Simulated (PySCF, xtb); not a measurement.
Ge(F)(OH)2(NH2) (FGeH₄NO₂), SMILES [NH2][Ge]([OH])([OH])[F].

GFN2-xTB (xtb 6.7.1) at its own geometry gives an orbital gap of 6.98 eV and a dipole moment of 2.15 D.

Geometry: PBE0-D3(BJ)/def2-SVP. The structure was generated by enumeration, and PubChem lists no compound with its InChIKey, so it may never have been made. One conformer was computed; it need not be the lowest.

Q: What does PBE/def2-TZVP in PySCF give? (Estimate from the structure and the level; the computed values follow.)

A: gap 5.63 eV (levels -6.77 and -1.14 eV), dipole 1.59 D.
